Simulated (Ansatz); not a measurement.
```yaml
crystal:
  periodic: [false, false, false]
  atoms:
    - {symbol: O, position_ang: [-0.870482, -2.359448, 0.183106]}
    - {symbol: Si, position_ang: [-0.732687, -0.857576, 0.828836]}
    - {symbol: N, position_ang: [0.639915, 0.015872, 0.241113]}
    - {symbol: Si, position_ang: [0.681059, 1.418697, -0.707298]}
    - {symbol: F, position_ang: [1.589935, 1.199704, -1.991420]}
    - {symbol: F, position_ang: [1.367404, 2.625647, 0.061272]}
    - {symbol: H, position_ang: [-0.973971, -2.436689, -0.766520]}
    - {symbol: H, position_ang: [-0.602598, -1.109005, 2.278720]}
    - {symbol: H, position_ang: [-1.900944, -0.001536, 0.503980]}
    - {symbol: H, position_ang: [1.540601, -0.363120, 0.509019]}
    - {symbol: H, position_ang: [-0.672731, 1.810254, -1.120307]}
basis:
  gaussian: {orbitals: def2-TZVPP, fitting: {mean_field: cc-pVTZ-jkfit}, nuclear_model: gaussian}
hamiltonian: {xc: {name: HF}}
correlation: {active_space: {window: {electrons: 3, orbitals: 2}}}
accuracy: high
```

```sh
$ ansatz run in.yaml --threads 4 --pin off --events-out ev --progress --plain --max-ram 10444MiB
```

It prints (some lines left out):

```
Functional definition: HF
708 factors; integrals over basis functions are off by at most 9.9e-1 eV
mean field evaluation 1: about -24740.7536 eV, gradient 5.6e1 eV
mean field evaluation 2: about -24744.6592 eV, gradient 3.3e1 eV
mean field evaluation 4: about -24746.3581 eV, gradient 9.6e-1 eV
mean field -24746.35999608 eV, -909.4119561707 hartree, gradient 2.7e-8 eV, S^2 0.000000; 0 other end points of the search recorded, 0 dependent functions left out
reference -24746.35999608 eV, -909.4119561707 hartree; 33, 33 occupied and 245, 245 virtual orbitals, 708 factors
Error: 3 electrons in 2 orbitals form no window around the highest filled level of the reference
```

Q: What is wrong with this run?

A: The active space doesn't fit the electrons. The run stopped with an error.
